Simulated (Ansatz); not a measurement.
A run on C₂H₉BOSi (`COB(C)[SiH3]`) with other settings.

```yaml
crystal:
  periodic: [false, false, false]
  atoms:
    - {symbol: C, position_ang: [-1.640766, 0.903815, 0.990493]}
    - {symbol: O, position_ang: [-0.664753, 1.142341, 0.002111]}
    - {symbol: B, position_ang: [0.278786, 0.254733, -0.376902]}
    - {symbol: C, position_ang: [1.276271, 0.702213, -1.497572]}
    - {symbol: Si, position_ang: [0.425361, -1.612535, 0.458410]}
    - {symbol: H, position_ang: [-1.546767, 1.662231, 1.770182]}
    - {symbol: H, position_ang: [-1.535363, -0.087112, 1.443025]}
    - {symbol: H, position_ang: [-2.631100, 0.984922, 0.537967]}
    - {symbol: H, position_ang: [1.235029, 0.009274, -2.345813]}
    - {symbol: H, position_ang: [1.084296, 1.714444, -1.860466]}
    - {symbol: H, position_ang: [2.308815, 0.647716, -1.133748]}
    - {symbol: H, position_ang: [0.633162, -1.561472, 1.936548]}
    - {symbol: H, position_ang: [1.570495, -2.363233, -0.127510]}
    - {symbol: H, position_ang: [-0.806265, -2.426638, 0.232174]}
basis:
  gaussian: {orbitals: pcseg-2}
hamiltonian: {xc: {name: B97}}
output: {forces: true}
```

```sh
$ ansatz run in.yaml --threads 4 --pin off --events-out ev --progress --plain --max-ram 10444MiB
```

Shortened log:

```
Functional definition: B97
1403 factors; their error is unknown
mean field evaluation 1: about -12812.2846 eV, gradient 6.8e1 eV
mean field evaluation 2: about -12804.4384 eV, gradient 8.9e1 eV
mean field evaluation 4: about -12822.2427 eV, gradient 5.0e0 eV
mean field evaluation 8: about -12822.2946 eV, gradient 8.6e-2 eV
mean field evaluation 16: about -12822.2898 eV, gradient 2.4e-4 eV
mean field -12822.28978730 eV, -471.2104584231 hartree, gradient 3.8e-5 eV, S^2 0.000000; 0 other end points of the search recorded, 0 dependent functions left out
reference -12822.28982792 eV, -471.2104599158 hartree; 24, 24 occupied and 256, 256 virtual orbitals, 1403 factors
Total energy: -12822.28982792 eV, -471.2104599158 hartree
Atom 0 at    -1.640766     0.903815     0.990493 Å, force    -0.226844    -0.017997     0.210781 eV/Å
Atom 1 at    -0.664753     1.142341     0.002111 Å, force     0.053726     0.156892    -0.129829 eV/Å
Atom 2 at     0.278786     0.254733    -0.376902 Å, force     0.032392    -0.069967     0.011235 eV/Å
Atom 3 at     1.276271     0.702213    -1.497572 Å, force     0.097137     0.036657    -0.105962 eV/Å
Atom 4 at     0.425361    -1.612535     0.458410 Å, force     0.040512    -0.172153     0.052641 eV/Å
Atom 5 at    -1.546767     1.662231     1.770182 Å, force    -0.010259     0.006319     0.013036 eV/Å
Atom 6 at    -1.535363    -0.087112     1.443025 Å, force    -0.032304     0.025679     0.014582 eV/Å
Atom 7 at    -2.631100     0.984922     0.537967 Å, force    -0.016915     0.002741     0.005809 eV/Å
Atom 8 at     1.235029     0.009274    -2.345813 Å, force     0.010702    -0.003644    -0.036997 eV/Å
Atom 9 at     1.084296     1.714444    -1.860466 Å, force     0.010674     0.021915    -0.020714 eV/Å
Atom 10 at     2.308815     0.647716    -1.133748 Å, force     0.035599     0.011081    -0.008029 eV/Å
Atom 11 at     0.633162    -1.561472     1.936548 Å, force     0.001604    -0.007827    -0.025352 eV/Å
Atom 12 at     1.570495    -2.363233    -0.127510 Å, force    -0.020439     0.004266     0.014089 eV/Å
Atom 13 at    -0.806265    -2.426638     0.232174 Å, force     0.024416     0.006041     0.004709 eV/Å
Dipole moment:    -0.179887     0.126584     0.095095 e Å
```

Hardware: 4 threads of an Intel Xeon 6975P-C on a shared host. Wall time 4.3 s, peak host memory 0.84 GiB.
